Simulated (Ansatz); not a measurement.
`C=[CH][GaH][Cl]` + `[OH][GeH2][SiH](O)F` → `[F][GaH][Cl]` + `C=C[SiH](O)[GeH2][OH]`  (redistribution)

Calculated with Ansatz (gas phase, PBE0-D4/def2-TZVP geometries, no zero-point term in ΔE). CCSD(T)/CBS adds triple-zeta CCSD(T) − MP2 to the extrapolated MP2 energy (def2 sets, frozen cores). DFT in def2-TZVPP. B3LYP here is the variant with VWN-RPA as its local correlation; programs differ in this. For Ga, Ge outer-core shells are correlated without core-valence functions, which leaves a few kJ/mol of doubt a bond. Scalar relativity is left out up to krypton. Each species was taken in one conformer, which may not be the lowest.

`C=[CH][GaH][Cl]`:

```xyz
8

C     1.257    0.589    0.507
C     0.543   -0.112   -0.373
Ga   -1.359   -0.369   -0.118
Cl   -2.390   -1.525   -1.616
H     0.808    1.038    1.390
H     2.327    0.750    0.392
H     1.046   -0.539   -1.237
H    -2.232    0.169    1.055
```

`[OH][GeH2][SiH](O)F`:

Z-matrix (Å, degrees):
```
Ge
Si 1 2.391
O 1 1.787 2 105.3
H 1 1.541 2 112.5 3 -117.5
H 1 1.538 2 113.7 3 117.8
F 2 1.600 1 111.6 3 -113.3
O 2 1.641 1 101.3 3 4.1
H 2 1.486 1 117.6 3 125.1
H 3 0.961 1 110.4 2 -3.2
H 7 0.959 2 119.8 1 171.7
```

`[F][GaH][Cl]`:

Cartesian coordinates in Å:
```
F -0.300 1.589 -0.596
Ga -0.001 0.042 0.153
Cl 0.218 -1.541 -1.243
H 0.083 -0.090 1.686
```

`C=C[SiH](O)[GeH2][OH]`:

Cartesian coordinates in Å:
```
C 1.803 -1.041 1.147
C 0.649 -0.658 1.685
Si -0.871 -0.216 0.713
O -1.446 1.284 1.077
Ge -0.435 -0.019 -1.633
O -0.603 1.782 -1.664
H 2.662 -1.315 1.753
H 1.946 -1.100 0.071
H 0.581 -0.618 2.772
H -1.938 -1.207 1.011
H -1.275 1.938 0.387
H 0.965 -0.381 -2.181
H -1.479 -0.620 -2.600
H -0.559 2.171 -2.539
```

| level | ΔE (kJ/mol) |
| --- | --- |
| B3LYP-D4 | 47.4 |
| MP2/def2-TZVPP | 48.9 |
| MP2/def2-QZVPP | 51.6 |
| CCSD/CBS(def2) | 56.2 |

(1) What does CCSD(T)/CBS give? (Best estimate.)

Largest T1 diagnostic among the species: 0.013.

## Answers

(1) Ansatz gave: +53.7 kJ/mol. The listed levels differ from it by -6.3, -4.8, -2.1, 2.5 kJ/mol.

In def2-TZVPP, CCSD(T) changes the Hartree–Fock value by −10.1 kJ/mol (the triples alone add −2.6 kJ/mol) and MP2 by −10.2 kJ/mol. From PBE to PBE0 (25 % exact exchange), in def2-TZVPP and without D4, ΔE moves by +3.8 kJ/mol.
